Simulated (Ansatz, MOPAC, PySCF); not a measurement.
C$_{3}$H$_{10}$GeO$_{3}$, SMILES `[OH][Ge]([CH](C)C)([OH])[OH]`, neutral singlet in the gas phase. 

Z-matrix (Å, degrees):
```
C
H 1 1.1039
C 1 1.5327 2 109.38
H 3 1.1010 1 111.63 2 56.88
H 3 1.1023 4 107.85 1 -122.05
H 3 1.1032 4 108.02 5 -116.01
C 1 1.5328 2 109.32 3 -124.28
H 7 1.1010 1 111.52 2 -57.06
H 7 1.1023 8 107.87 1 122.11
H 7 1.1032 8 108.00 9 116.06
Ge 1 1.9483 2 105.14 7 -117.78
O 11 1.7852 1 112.09 2 -64.32
H 12 0.9671 11 110.91 1 127.42
O 11 1.7852 12 107.67 13 4.00
H 14 0.9672 11 110.80 12 -109.85
O 11 1.7864 12 107.17 13 -111.03
H 16 0.9669 11 111.04 12 4.48
```
Charge 0, spin multiplicity 1.

All levels are single points at this geometry (B3LYP-D3(BJ)/def2-SVP); Pople sets use spherical d functions. Orbital energies aren't observables, and empty levels follow the basis.

| level | HOMO (eV) | LUMO (eV) | gap (eV) | dipole (D) | vertical IE, Delta-SCF (eV) |
|---|---|---|---|---|---|
| B3LYP-D3(BJ)/def2-TZVP in Ansatz | -7.76 | -0.19 | 7.58 | 0.26 | 9.78 |
| CAM-B3LYP-D3(BJ)/def2-TZVP in Ansatz | -9.37 | 0.99 | 10.36 | 0.30 | – |
| PBE-D3(BJ)/def2-TZVP in Ansatz | -6.55 | -0.73 | 5.81 | 0.27 | 9.25 |
| B3LYP/6-31G* in PySCF | -7.49 | 0.39 | 7.88 | 0.44 | 9.59 |
| PBE/6-31G* in PySCF | -6.23 | -0.24 | 5.99 | 0.45 | 9.04 |
| HF/6-31G* in PySCF | -11.16 | 4.19 | 15.35 | 0.55 | 9.83 |
| AM1 in MOPAC | -10.42 | 0.35 | 10.77 | 0.82 | – |
| PM6 in MOPAC | -10.24 | 0.25 | 10.50 | 0.47 | – |
| PM7 in MOPAC | -9.81 | -0.08 | 9.73 | 1.58 | – |

Ansatz is a first-principles code.
